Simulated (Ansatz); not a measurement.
Species: CH6BNO2, net charge 0, singlet state. 
Geometry from a B3LYP-D3(BJ)/def2-TZVP (Ansatz, a quantum-chemistry and plane-wave program) optimisation:
SMILES: CNB(O)O
```xyz
11

C      1.8389     0.7209     0.1206
N      0.7835    -0.2076     0.4795
B     -0.5420    -0.2111    -0.0376
O     -1.4826    -1.1421     0.3431
O     -0.9883     0.7192    -0.9466
H      2.5563     0.8204     0.9364
H      2.3904     0.4209    -0.7780
H      1.4271     1.7180    -0.0527
H      1.0872    -0.9676     1.0641
H     -1.1868    -1.7562     1.0181
H     -0.3154     1.3310    -1.2519
```
Charge 0, spin multiplicity 1.

Basis-set convergence of Hartree-Fock and CCSD(T) correlation energies (hartree) with Ansatz. Valence correlation only, unless marked. No spin-orbit coupling. Non-relativistic.

| basis | functions | E(HF) | E(corr, CCSD(T)) |
|---|---|---|---|
| aug-cc-pVDZ | 169 | -270.40624 | -0.87250 |
| aug-cc-pVTZ | 368 | -270.47802 | -1.04711 |
| aug-cc-pVQZ | 676 | -270.49576 | -1.10186 |

Extrapolating the two largest sets (X = 3 and 4) as X^-3: E(corr) = (64·(-1.10186) - 27·(-1.04711))/37 = -1.1418 Eh, an estimate of the basis-set limit. The largest set recovers 96.5 % of it, the smallest 76.4 %.
